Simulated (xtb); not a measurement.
C₂H₆Be, triplet, geometry from GFN2-xTB (such geometries of metal compounds can be far from the true shape) (a higher spin typed on purpose: for a closed-shell molecule this is an excited state); GFN2-xTB in xtb.

xtb was given this input:
```
$ xtb mol.xyz --gfn 2 --uhf 2 --json

# file mol.xyz
9

Be    -0.59151348     0.70898352    -0.63341171
C      1.13439908     0.00718795    -0.73541342
H      1.28983714    -0.98386020    -0.33761048
H      1.76817134     0.71261334    -0.21642873
H      1.35997484     0.01618799    -1.79336085
C     -0.94778829    -0.23317345     0.93651902
H     -1.24309839    -1.23320178     0.65224027
H     -1.78919833     0.28921990     1.37213089
H     -0.13929735    -0.28098028     1.65004216
```

It wrote (shortened):

```
   ID    Z sym.   atoms
    1    4 Be     1
    2    6 C      2, 6
    3    1 H      3-5, 7-9

           -------------------------------------------------
          |                Calculation Setup                |
           -------------------------------------------------

           -------------------------------------------------
          |                 G F N 2 - x T B                 |
           -------------------------------------------------

          ...................................................
          :                      SETUP                      :
          :.................................................:
          :  # basis functions                  18          :
          :  # atomic orbitals                  18          :
          :  # shells                           12          :
          :  # electrons                        16          :
          :  max. iterations                   250          :
          :  Hamiltonian                  GFN2-xTB          :
          :  restarted?                      false          :
          :  GBSA solvation                  false          :
          :  PC potential                    false          :
          :  electronic temp.          300.0000000     K    :
          :  accuracy                    1.0000000          :
          :  -> integral cutoff          0.2500000E+02      :
          :  -> integral neglect         0.1000000E-07      :
          :  -> SCF convergence          0.1000000E-05 Eh   :
          :  -> wf. convergence          0.1000000E-03 e    :
          :  Broyden damping             0.4000000          :
          :  net charge                          0          :
          :  unpaired electrons                  2          :
          ...................................................

 iter      E             dE          RMSdq      gap      omega  full diag
   1     -1.3443323 -0.134433E+01  0.134E+01    0.17       0.0  T
   2     -5.1675920 -0.382326E+01  0.134E+01    1.04       1.0  T
   3     -6.0737607 -0.906169E+00  0.807E+00    1.42       1.0  T
   4     -6.5099540 -0.436193E+00  0.900E+00    0.97       1.0  T
   5     -7.9361517 -0.142620E+01  0.392E+00    2.44       1.0  T
   6     -7.9341346  0.201706E-02  0.396E+00    2.37       1.0  T
   7     -7.9358462 -0.171159E-02  0.308E+00    2.45       1.0  T
   8     -7.9333063  0.253986E-02  0.175E+00    2.80       1.0  T
   9     -7.6080701  0.325236E+00  0.380E+00    2.37       1.0  T
  10     -7.7371536 -0.129084E+00  0.306E+00    2.46       1.0  T
  11     -7.9286033 -0.191450E+00  0.670E-01    2.75       1.0  T
  12     -7.9345067 -0.590344E-02  0.518E-01    2.80       1.0  T
  13     -7.9360197 -0.151301E-02  0.265E-01    2.83       1.0  T
  14     -7.9365755 -0.555789E-03  0.151E-01    2.85       1.0  T
  15     -7.9368610 -0.285502E-03  0.937E-02    2.86       1.0  T
  16     -7.9370025 -0.141482E-03  0.280E-02    2.88       1.2  T
  17     -7.9370113 -0.886068E-05  0.543E-03    2.88       6.1  T
  18     -7.9370112  0.123740E-06  0.395E-03    2.88       8.4  T
  19     -7.9370115 -0.255453E-06  0.247E-03    2.88      13.5  T
  20     -7.9370115 -0.547824E-07  0.113E-03    2.88      29.5  T
  21     -7.9370115 -0.141207E-07  0.453E-04    2.88      73.5  T
  22     -7.9370115 -0.368810E-08  0.312E-04    2.88     106.8  T

   *** convergence criteria satisfied after 22 iterations ***

 transition dipole moment (au) for excitation:           8           9
     X       Y       Z
  -0.1469  -0.0286   0.1151  total (au/Debye):    0.189   0.480
 dE (eV)             :    2.310
 oscillator strength :  0.28539E-02

         :::::::::::::::::::::::::::::::::::::::::::::::::::::
         ::                     SUMMARY                     ::
         :::::::::::::::::::::::::::::::::::::::::::::::::::::
         :: total energy              -7.820273004055 Eh    ::
         :: gradient norm              0.000037345526 Eh/a0 ::
         :: HOMO-LUMO gap              2.881691618934 eV    ::
         ::.................................................::
         :: SCC energy                -7.937010956679 Eh    ::
         :: -> isotropic ES           -0.023373564709 Eh    ::
         :: -> anisotropic ES         -0.000466119276 Eh    ::
         :: -> anisotropic XC         -0.000670357191 Eh    ::
         :: -> dispersion             -0.002731394922 Eh    ::
         :: repulsion energy           0.116737952624 Eh    ::
         :: add. restraining           0.000000000000 Eh    ::
         :: total charge               0.000000000000 e     ::
         :::::::::::::::::::::::::::::::::::::::::::::::::::::

           -------------------------------------------------
          |                Property Printout                |
           -------------------------------------------------

    * Orbital Energies and Occupations

         #    Occupation            Energy/Eh            Energy/eV
      -------------------------------------------------------------
         1        2.0000           -0.5593995             -15.2220
         2        2.0000           -0.5541308             -15.0787
         3        2.0000           -0.4604194             -12.5286
         4        2.0000           -0.4564166             -12.4197
         5        2.0000           -0.4480883             -12.1931
         6        2.0000           -0.4432562             -12.0616
         7        2.0000           -0.3854194             -10.4878
         8        1.0000           -0.3272147              -8.9040
         9        1.0000           -0.2423209              -6.5939 (HOMO)
        10                         -0.1364207              -3.7122 (LUMO)
        11                          0.0527524               1.4355
        12                          0.1535244               4.1776
        13                          0.2327814               6.3343
        14                          0.2411029               6.5607
        15                          0.2509400               6.8284
        16                          0.2528352               6.8800
        17                          0.2721649               7.4060
        18                          0.3350684               9.1177
      -------------------------------------------------------------
                  HL-Gap            0.1059002 Eh            2.8817 eV
             Fermi-level           -0.2728439 Eh           -7.4245 eV

     #   Z          covCN         q      C6AA      α(0)
     1   4 Be       1.630     0.371    16.110     9.480
     2   6 C        3.592    -0.208    25.378     7.298
     3   1 H        0.926     0.013     2.835     2.633
     4   1 H        0.926     0.005     2.979     2.699
     5   1 H        0.925     0.005     2.973     2.696
     6   6 C        3.592    -0.209    25.387     7.299
     7   1 H        0.926     0.005     2.966     2.693
     8   1 H        0.925     0.005     2.975     2.697
     9   1 H        0.926     0.012     2.855     2.642

 Mol. C6AA /au·bohr⁶  :        568.809289
 Mol. C8AA /au·bohr⁸  :      12878.230457
 Mol. α(0) /au        :         40.137672

Wiberg/Mayer (AO) data.
largest (>0.10) Wiberg bond orders for each atom

 ---------------------------------------------------------------------------
     #   Z sym  total        # sym  WBO       # sym  WBO       # sym  WBO
 ---------------------------------------------------------------------------
     1   4 Be   1.033 --     6 C    0.508     2 C    0.505
     2   6 C    3.754 --     3 H    0.996     4 H    0.993     5 H    0.988
                             1 Be   0.505     6 C    0.263
     3   1 H    1.000 --     2 C    0.996
     4   1 H    1.000 --     2 C    0.993
     5   1 H    1.000 --     2 C    0.988
     6   6 C    3.758 --     9 H    0.996     7 H    0.994     8 H    0.987
                             1 Be   0.508     2 C    0.263
     7   1 H    1.000 --     6 C    0.994
     8   1 H    1.000 --     6 C    0.987
     9   1 H    1.000 --     6 C    0.996
 ---------------------------------------------------------------------------

Topologies differ in total number of bonds
Writing topology from bond orders to xtbtopo.mol

molecular dipole:
                 x           y           z       tot (Debye)
 q only:       -0.459       0.552      -0.494
   full:        0.190      -0.218       0.194       0.886
molecular quadrupole (traceless):
                xx          xy          yy          xz          yz          zz
 q only:       -1.118      -1.116       1.321       2.459      -0.667      -0.202
  q+dip:       -0.284       1.189       0.328      -0.301       1.500      -0.044
   full:       -0.084       1.814       0.136      -0.905       2.074      -0.052

           -------------------------------------------------
          | TOTAL ENERGY               -7.820273004055 Eh   |
          | GRADIENT NORM               0.000037345526 Eh/α |
          | HOMO-LUMO GAP               2.881691618934 eV   |
           -------------------------------------------------

normal termination of xtb
```
